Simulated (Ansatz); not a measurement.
Method: frozen-core CCSD(T)/def2-TZVPP // PBE0-D3(BJ)/def2-TZVP in Ansatz (a program for electronic structure).

Ansatz 0.2 input:
```yaml
crystal:
  periodic: [false, false, false]
  atoms:
    - { symbol: I, position_ang: [-2.152637, -0.425561, 0.000008] }
    - { symbol: Al, position_ang: [-0.001171, 0.831295, 0.0] }
    - { symbol: I, position_ang: [2.154262, -0.418759, -0.000008] }
basis:
  gaussian: { orbitals: def2-TZVPP }
correlation:
  method: ccsd_t
magnetization:
  spin_polarized: true
  initial_magnetization: 1
```

Output:

```
Functional definition: HF
1216 factors; integrals over basis functions are off by at most 5.7e-4 eV
mean field evaluation 1: about -22729.8950 eV, gradient 9.2e0 eV
mean field evaluation 2: about -22729.9318 eV, gradient 9.3e0 eV
mean field evaluation 4: about -22731.0195 eV, gradient 2.1e0 eV
mean field evaluation 8: about -22731.1367 eV, gradient 2.0e-1 eV
mean field evaluation 16: about -22731.1382 eV, gradient 3.4e-6 eV
mean field evaluation 32: about -22728.3841 eV, gradient 3.2e-1 eV
mean field evaluation 64: about -22728.3875 eV, gradient 1.4e-3 eV
mean field evaluation 96: about -22727.0183 eV, gradient 5.5e-2 eV
mean field -22731.13824861 eV, -835.3539229175 hartree, gradient 3.4e-6 eV, S^2 0.758661; 1 other end points of the search recorded, 0 dependent functions left out
determinant -22731.13824861 eV, -835.3539229175 hartree, with singles and doubles -22757.89888932 eV, -836.3373583247 hartree
determinant -22728.38747102 eV, -835.2528337056 hartree, with singles and doubles -22755.32743543 eV, -836.2428591370 hartree
13 core orbitals not correlated
reference -22731.13824861 eV, -835.3539229175 hartree; 19, 18 occupied and 110, 111 virtual orbitals, 1216 factors
second order -28.23026277 eV of doubles, -0.00000000 eV of singles
cycle   1  -26.76206880 eV  change   -1.4e-3 eV  update   1.2e-3
cycle   2  -26.76205256 eV  change    1.6e-5 eV  update   8.0e-4
cycle   3  -26.76204095 eV  change    1.2e-5 eV  update   3.4e-4
cycle   4  -26.76214937 eV  change   -1.1e-4 eV  update   1.4e-4
cycle   5  -26.76229996 eV  change   -1.5e-4 eV  update   3.2e-5
cycle   6  -26.76231856 eV  change   -1.9e-5 eV  update   1.5e-5
perturbative correction -0.64820738 eV, -0.0238211817 hartree
Total energy: -22758.54877455 eV, -836.3612411662 hartree
```

Cost: roughly 2.3 core-minutes.
